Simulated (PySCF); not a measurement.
Species: C₅H₈NOP.
SMILES: `CC(=O)P(C)CC#N`

Level of theory: TDDFT PBE0/def2-SVPD, vertical, gas phase, core orbitals frozen in the response (PySCF). Isolated species at its GFN2-xTB geometry (one conformer only). Torsions of this conformer, `[CH3:1][C:2](=[O:3])[P:4]([CH3:5])[CH2:6][C:7]#[N:8]`: C1–C2–P4–C5 153°, C2–P4–C6–C7 43°.

Problem. List the vertical singlet excitations with oscillator strengths and describe the spectrum.

Solution. 

```csv
state,E (eV),ν̃ (cm⁻¹),f,|μ| (D),"main configurations (H = HOMO, L = LUMO)"
S1,3.90,31430,0.0088,0.77,"H→L (86%), H-1→L (10%)"
S2,5.51,44410,0.050,1.54,"H-1→L (84%), H→L (10%)"
S3,5.79,46690,0.026,1.10,H→L+1 (96%)
S4,6.22,50140,0.022,0.96,H→L+2 (93%)
S5,6.36,51300,0.044,1.35,H→L+3 (92%)
S6,6.81,54950,0.041,1.26,H→L+4 (94%)
S7,7.00,56440,0.027,1.00,"H-2→L (53%), H-1→L+1 (42%)"
S8,7.07,56990,0.067,1.58,"H-1→L+1 (37%), H-2→L (32%), H-1→L+2 (13%)"
```

Triplets (Tamm–Dancoff): T1 3.21 eV, H→L (91%); T2 4.70 eV, H-1→L (78%); T3 5.18 eV, H→L+1 (75%), H-1→L+1 (12%).

The lowest singlet comes at 318 nm (376 kJ/mol) in the ultraviolet; it is weak; its leading configuration is HOMO→LUMO (86%). The strongest level in the table is S8 at 7.07 eV (175 nm, f = 0.067). It is the last of those listed, so stronger ones may follow. Löwdin shares by element: HOMO phosphorus 35%, oxygen 34%, carbon 18% or more; LUMO carbon 41% or more, oxygen 29%, phosphorus 13% (atoms not listed hold the other 17%). The listed states span 3.17 eV, and the widest gap between neighbours is 1.61 eV (S1 to S2). The oscillator strengths of these states sum to 0.285; summed over the whole spectrum of an exact calculation they would give the number of electrons, 68 (Thomas–Reiche–Kuhn). Weighted by f, the mean energy of these states is 6.36 eV. Only the lowest 8 singlets were computed, as vertical energies without vibronic structure.
